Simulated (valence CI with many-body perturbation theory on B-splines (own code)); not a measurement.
Forbidden lines of Au²⁹⁺

Computed by relativistic CI+MBPT: four valence electrons over a frozen Dirac-Fock core [Kr] 4d10, a basis of 7 s, 7 p, 7 d, 7 f, 4 g, 2 h functions for each j, with the one-electron correlation potential Σ1, the two-electron term Σ2, the three-electron term Σ3, Breit, model QED; selected CI, second order for the rest, scaled by the run's own slope (own B-spline code, finite nucleus).

The last digits are not significant, and no measured levels were compared; by estimate large intervals hold to a few tenths of a per cent, small ones and those within an open d or f shell to about a per cent. Excitations out of the core, of the other parity, are not computed and may begin above about 185 eV (a cautious bound); beyond it only levels of the ground parity were kept, without lifetimes.

Lines 1 to 50 of 120 in falling wavelength, among levels below 185.19 eV, chosen from the decays that carry over 1 % of a level's rate. Wavelengths and rates use the calculated energies. Weak lines are less certain than strong ones. Lines between different terms over intervals too small for the method are left out, as are lines whose strength nearly cancels. Where a level lies close to another of its J and parity, the split of strength between their lines is uncertain.

Levels are named by their leading jj configuration (3d3/2^4 stands for four electrons in 3d with j = 3/2), which in mixed levels can hold well under half, so a name can repeat and another be missing. Letters in brackets count levels of one name in rising energy.

| λ vac (Å) | Upper | Lower | Type | A (s⁻¹) | Branch % |
| --- | --- | --- | --- | --- | --- |
| 14180 | (4f5/2^3 4f7/2) J=2 [b] | (4f5/2^3 4f7/2) J=3 [a] | M1 | 3.57e+00 | 1.7 |
| 11590 | (4f5/2^3 4f7/2) J=8 | (4f5/2^3 4f7/2) J=7 | M1 | 1.38e+01 | 100.0 |
| 11030 | (4f5/2^3 4f7/2) J=3 [a] | (4f5/2^3 4f7/2) J=4 [a] | M1 | 1.47e+01 | 3.7 |
| 10130 | (4f5/2^2 4f7/2^2) J=0 [a] | (4f5/2^2 4f7/2^2) J=1 [a] | M1 | 3.66e+01 | 7.5 |
| 8538 | (4f5/2^2 4f7/2^2) J=6 [b] | (4f5/2^2 4f7/2^2) J=5 [a] | M1 | 1.75e+01 | 2.3 |
| 8434 | (4f5/2^3 4f7/2) J=2 [a] | (4f5/2^3 4f7/2) J=1 [a] | M1 | 2.34e+01 | 7.6 |
| 8364 | (4f5/2^3 4f7/2) J=7 | (4f5/2^3 4f7/2) J=6 [a] | M1 | 7.16e+01 | 100.0 |
| 6854 | (4f5/2^2 4f7/2^2) J=3 [b] | (4f5/2^2 4f7/2^2) J=2 [a] | M1 | 3.03e+01 | 3.6 |
| 6436 | (4f5/2^3 4f7/2) J=3 [b] | (4f5/2^3 4f7/2) J=4 [a] | M1 | 2.95e+01 | 3.3 |
| 6295 | (4f5/2^3 4f7/2) J=2 [b] | (4f5/2^3 4f7/2) J=1 [a] | M1 | 2.02e+01 | 9.5 |
| 6114 | (4f5/2^3 4f7/2) J=1 [a] | (4f5/2^4) J=2 | M1 | 1.58e+02 | 100.0 |
| 5871 | (4f5/2^2 4f7/2^2) J=3 [b] | (4f5/2^2 4f7/2^2) J=4 [b] | M1 | 9.83e+00 | 1.2 |
| 5558 | (4f5/2^2 4f7/2^2) J=4 [a] | (4f5/2^3 4f7/2) J=3 [b] | M1 | 9.84e+01 | 8.7 |
| 5513 | (4f5/2^2 4f7/2^2) J=5 [c] | (4f5/2^2 4f7/2^2) J=4 [b] | M1 | 2.13e+02 | 15.2 |
| 5417 | (4f5/2^3 4f7/2) J=6 [a] | (4f5/2^3 4f7/2) J=5 [a] | M1 | 3.63e+02 | 100.0 |
| 5315 | (4f5/2^2 4f7/2^2) J=5 [a] | (4f5/2^2 4f7/2^2) J=4 [a] | M1 | 1.88e+02 | 20.8 |
| 5264 | (4f5/2^3 4f7/2) J=1 [b] | (4f5/2^4) J=0 | M1 | 2.50e+02 | 70.5 |
| 4561 | (4f5/2^2 4f7/2^2) J=2 [c] | (4f5/2^2 4f7/2^2) J=2 [a] | M1 | 3.69e+01 | 1.1 |
| 4088 | (4f5/2^2 4f7/2^2) J=4 [a] | (4f5/2^3 4f7/2) J=3 [a] | M1 | 2.88e+02 | 25.3 |
| 4046 | (4f5/2^2 4f7/2^2) J=8 [b] | (4f5/2^2 4f7/2^2) J=8 [a] | M1 | 2.20e+01 | 3.0 |
| 3970 | (4f5/2^3 4f7/2) J=3 [a] | (4f5/2^4) J=2 | M1 | 2.21e+02 | 55.8 |
| 3944 | (4f5/2^2 4f7/2^2) J=9 | (4f5/2^2 4f7/2^2) J=8 [a] | M1 | 1.97e+02 | 19.1 |
| 3933 | (4f5/2^3 4f7/2) J=5 [a] | (4f5/2^4) J=4 | M1 | 8.35e+02 | 100.0 |
| 3933 | (4f5/2^2 4f7/2^2) J=5 [a] | (4f5/2^3 4f7/2) J=5 [b] | M1 | 1.30e+02 | 14.4 |
| 3715 | (4f5/2^3 4f7/2) J=5 [b] | (4f5/2^3 4f7/2) J=4 [a] | M1 | 3.51e+02 | 45.5 |
| 3653 | (4f5/2^2 4f7/2^2) J=4 [c] | (4f5/2^2 4f7/2^2) J=4 [a] | M1 | 1.18e+01 | 1.0 |
| 3581 | (4f5/2^2 4f7/2^2) J=8 [a] | (4f5/2^3 4f7/2) J=8 | M1 | 5.86e+02 | 61.2 |
| 3545 | (4f5/2^3 4f7/2) J=2 [a] | (4f5/2^4) J=2 | M1 | 2.82e+02 | 92.0 |
| 3402 | (4f5/2^3 4f7/2) J=4 [a] | (4f5/2^3 4f7/2) J=5 [a] | M1 | 1.27e+02 | 9.1 |
| 3356 | (4f5/2^2 4f7/2^2) J=7 [a] | (4f5/2^3 4f7/2) J=7 | M1 | 4.33e+02 | 28.8 |
| 3339 | (4f5/2^2 4f7/2^2) J=3 [b] | (4f5/2^2 4f7/2^2) J=4 [a] | M1 | 1.29e+02 | 15.3 |
| 3235 | (4f5/2^2 4f7/2^2) J=4 [b] | (4f5/2^3 4f7/2) J=3 [b] | M1 | 7.74e+02 | 27.1 |
| 3200 | (4f5/2^2 4f7/2^2) J=5 [b] | (4f5/2^3 4f7/2) J=5 [b] | M1 | 2.94e+02 | 16.6 |
| 3177 | (4f5/2^2 4f7/2^2) J=8 [b] | (4f5/2^2 4f7/2^2) J=7 [a] | M1 | 3.64e+02 | 49.8 |
| 3159 | (4f5/2^3 4f7/2) J=3 [b] | (4f5/2^4) J=2 | M1 | 6.85e+02 | 75.9 |
| 3102 | (4f5/2^3 4f7/2) J=2 [b] | (4f5/2^4) J=2 | M1 | 1.88e+02 | 88.7 |
| 3052 | (4f5/2^2 4f7/2^2) J=2 [a] | (4f5/2^3 4f7/2) J=2 [b] | M1 | 2.89e+02 | 12.7 |
| 2998 | (4f5/2^2 4f7/2^2) J=2 [a] | (4f5/2^3 4f7/2) J=3 [b] | M1 | 2.40e+02 | 10.5 |
| 2990 | (4f5/2^2 4f7/2^2) J=5 [b] | (4f5/2^2 4f7/2^2) J=6 [a] | M1 | 5.94e+01 | 3.3 |
| 2982 | (4f5/2^2 4f7/2^2) J=4 [a] | (4f5/2^3 4f7/2) J=4 [a] | M1 | 3.65e+02 | 32.1 |
| 2943 | (4f5/2^2 4f7/2^2) J=3 [a] | (4f5/2^3 4f7/2) J=2 [b] | M1 | 4.97e+01 | 2.4 |
| 2942 | (4f5/2^2 4f7/2^2) J=4 [c] | (4f5/2^3 4f7/2) J=5 [b] | M1 | 2.63e+02 | 22.3 |
| 2805 | (4f5/2^2 4f7/2^2) J=6 [a] | (4f5/2^3 4f7/2) J=6 [a] | M1 | 2.86e+02 | 12.6 |
| 2736 | (4f5/2^2 4f7/2^2) J=8 [a] | (4f5/2^3 4f7/2) J=7 | M1 | 3.68e+02 | 38.4 |
| 2718 | (4f5/2^2 4f7/2^2) J=2 [a] | (4f5/2^3 4f7/2) J=2 [a] | M1 | 1.48e+02 | 6.5 |
| 2693 | (4f5/2^2 4f7/2^2) J=6 [b] | (4f5/2^3 4f7/2) J=5 [b] | M1 | 4.06e+02 | 54.1 |
| 2675 | (4f5/2^2 4f7/2^2) J=4 [b] | (4f5/2^3 4f7/2) J=3 [a] | M1 | 1.53e+02 | 5.4 |
| 2655 | (4f5/2^2 4f7/2^2) J=5 [c] | (4f5/2^3 4f7/2) J=5 [b] | M1 | 2.47e+02 | 17.6 |
| 2648 | (4f5/2^3 4f7/2) J=4 [b] | (4f5/2^2 4f7/2^2) J=4 [a] | M1 | 1.82e+02 | 15.8 |
| 2642 | (4f5/2^3 4f7/2) J=5 [b] | (4f5/2^3 4f7/2) J=6 [a] | M1 | 1.16e+02 | 15.1 |
